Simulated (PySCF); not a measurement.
# Shapes and spin states of RuS₃

All numbers come from PySCF, PBE0, basis Ru def2-SVP with ECP28, S def2-SVP (scalar-relativistic core potentials, no spin–orbit coupling, density fitting).

Relaxations began from a few typed shapes and spin states; open shells are unrestricted. The search is not exhaustive: other isomers or separated fragments can lie lower, and high-lying points may rest on an excited occupation.

```
                                                 spin  group                                         bonds                                               angles  imaginary modes (cm⁻¹)  ΔE (kJ/mol)  ΔE with ZPE (kJ/mol)
                                              singlet    D3h                             Ru–S 2.051 Å (×3)                                   S–Ru–S 120.0° (×3)                    none          0.0                   0.0
                                  triplet (⟨S²⟩ 2.29)    C2v               Ru–S 2.092 Å, Ru–S 2.099 Å (×2)                    S–Ru–S 114.4°, S–Ru–S 122.8° (×2)                    none         46.9                  45.1
                                              triplet    C2v               Ru–S 2.049 Å, Ru–S 2.115 Å (×2)                    S–Ru–S 106.4°, S–Ru–S 126.8° (×2)                 1 found         91.2                     –
singlet (closed shell, unstable to spin polarisation)     Cs  Ru–S 2.061 Å, Ru–S 2.219 Å (×2), S–S 2.032 Å  Ru–S–S 62.8° (×2), S–Ru–S 54.5°, S–Ru–S 118.1° (×2)                    none         91.6                  91.2
                                              triplet    C2v               Ru–S 2.061 Å (×2), Ru–S 2.156 Å                    S–Ru–S 114.3° (×2), S–Ru–S 131.4°                    143i         93.3                     –
singlet (closed shell, unstable to spin polarisation)    C2v  Ru–S 2.083 Å, Ru–S 2.232 Å (×2), S–S 2.016 Å  Ru–S–S 63.2° (×2), S–Ru–S 53.7°, S–Ru–S 153.2° (×2)                    117i        140.9                     –
```

The lowest minimum found is the singlet D3h: Ru–S 2.051 Å (×3); S–Ru–S 120.0° (×3).

Formally Ru is in oxidation state +6, d2, with 0 unpaired electrons (the high-spin count would be 2). The polar-tensor charge on Ru, 0.67, is far below the formal one.
